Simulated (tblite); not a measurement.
Compound: C5H11OS (doublet state).
Structure used (GFN2-xTB), in Å, numbered top down from 1:
```xyz
18
C5H11OS angstrom
C      2.267    0.766    0.133
C      1.901   -0.675    0.433
S      1.000   -1.495   -0.930
C     -0.481   -0.474   -1.094
C     -1.443   -0.591    0.082
C     -2.413    0.608   -0.014
O     -1.814    1.784   -0.018
H      2.944    1.133    0.902
H      1.386    1.404    0.127
H      2.765    0.840   -0.831
H      2.791   -1.290    0.558
H      1.291   -0.752    1.333
H     -0.952   -0.801   -2.021
H     -0.184    0.573   -1.192
H     -1.984   -1.538    0.066
H     -0.892   -0.512    1.020
H     -3.098    0.545    0.863
H     -3.093    0.484   -0.889
```

Structure optimised with GFN2-xTB, isolated species. This method treats the open shell by occupation alone, without spin polarisation.

Masses are those of the commonest isotopes; rigid-rotor values at the optimised geometry. The values belong to one conformer with, in the numbering `[CH3:1][CH2:2][S:3][CH2:4][CH2:5][CH2:6][O:7]`, C1–C2–S3–C4 -60°, C2–S3–C4–C5 -69°, S3–C4–C5–C6 164°, C4–C5–C6–O7 -57°.

**Question.** What are A, B and C (GHz)?

**Answer.** Ia = 157.31, Ib = 410.72, Ic = 507.53 u·Å²; 505379 MHz·u·Å²/I gives 3213, 1230 and 995.8 MHz, that is A = 3.2127, B = 1.2305, C = 0.9958 GHz.

**Question.** What kind of rotor is it?

**Answer.** An asymmetric top: κ = (2 × 1230 − 3213 − 995.8)/(3213 − 995.8) = -0.79.

**Question.** What does the inertial defect say?

**Answer.** Not planar: Δ = Ic − Ia − Ib = -60.50 u·Å². For a rigid frame Δ = −2 Σ m c², so Σ m c² = 30.25 u·Å² lies off the ab plane: 12.36 from hydrogen and 17.89 from heavier atoms. The atom farthest from that plane is 1.58 Å away.

**Question.** List the rotational levels J(Ka,Kc) to J = 3 (K).

**Answer.** Above 0(0,0), as E/k:
J = 1: 1(0,1) 0.107, 1(1,1) 0.202, 1(1,0) 0.213
J = 2: 2(0,2) 0.320, 2(1,2) 0.404, 2(1,1) 0.438, 2(2,1) 0.724, 2(2,0) 0.725
J = 3: 3(0,3) 0.636, 3(1,3) 0.707, 3(1,2) 0.775, 3(2,2) 1.044, 3(2,1) 1.049, 3(3,1) 1.548, 3(3,0) 1.549
Those of J = 1 are B + C, A + C and A + B.

**Question.** Estimate the classical rotational partition function at 10 K, 25 K and 298.15 K.

**Answer.** Point group C1, symmetry number σ = 1; q = (√π/σ)·√((kT/h)³/(ABC)), k/h = 20836.6 MHz/K: 2690 at 10 K, 10600 at 25 K, 437000 at 298.15 K.

For this open shell read J as N, the rotation without spin; fine and hyperfine splittings come on top. Its lowest GFN2-xTB frequency is 17i cm⁻¹, too small to tell a flat minimum from a shallow saddle. No vibrational averaging or centrifugal distortion is included, and the geometry carries the error of its method.

All values are computed, not measured.
